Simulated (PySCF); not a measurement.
CH8FNOSi2, SMILES N[SiH2][Si@H](CF)O.

The structure is a stationary point at PBE0-D3(BJ)/def2-SVP. The structure was generated by enumeration; whether it is a known compound was not checked. Other conformers were not sampled.

Calculation: PySCF with TDDFT-LC-ωPBE/def2-SVPD.

Vertical excitations. Isolated molecule, no solvent.

```csv
state,energy (eV),λ (nm),f,main pairs
S1,5.87,211,0.032,"HOMO→LUMO 71 %, HOMO→LUMO+1 15 %"
S2,6.63,187,0.023,"HOMO→LUMO+1 57 %, HOMO→LUMO+4 9 %"
S3,7.03,176,0.012,HOMO−1→LUMO 63 %
S4,7.39,168,0.012,"HOMO→LUMO+2 34 %, HOMO−2→LUMO 20 %, HOMO→LUMO+3 13 %, HOMO−1→LUMO 6 %"
S5,7.93,156,0.004,"HOMO→LUMO+6 26 %, HOMO−2→LUMO 21 %, HOMO→LUMO+2 19 %, HOMO→LUMO+4 7 %"
S6,7.95,156,0.091,"HOMO→LUMO+3 23 %, HOMO−1→LUMO+1 21 %, HOMO→LUMO+8 8 %, HOMO→LUMO+2 7 %"
S7,8.11,153,0.074,"HOMO−1→LUMO+1 29 %, HOMO→LUMO+4 11 %, HOMO−2→LUMO+1 10 %, HOMO→LUMO+8 7 %"
S8,8.22,151,0.216,"HOMO→LUMO+4 30 %, HOMO→LUMO+5 17 %, HOMO−1→LUMO+1 9 %, HOMO→LUMO+2 9 %"
S9,8.53,145,0.043,"HOMO−3→LUMO 19 %, HOMO−2→LUMO+1 14 %, HOMO−3→LUMO+1 13 %, HOMO→LUMO+6 11 %"
S10,8.64,144,0.002,"HOMO→LUMO+7 16 %, HOMO→LUMO+10 15 %, HOMO→LUMO+5 13 %, HOMO→LUMO+3 7 %"
T1,5.20,238,0,"HOMO→LUMO 66 %, HOMO→LUMO+1 10 %"
T2,5.80,214,0,"HOMO→LUMO+1 53 %, HOMO→LUMO+4 11 %, HOMO→LUMO+3 11 %"
T3,6.51,190,0,HOMO−1→LUMO 58 %
T4,6.84,181,0,"HOMO−2→LUMO 27 %, HOMO→LUMO+2 16 %, HOMO→LUMO+3 8 %, HOMO−2→LUMO+1 8 %"
```
Triplets are in the Tamm–Dancoff approximation, which puts them higher than full response would, so one can lie above its singlet here.
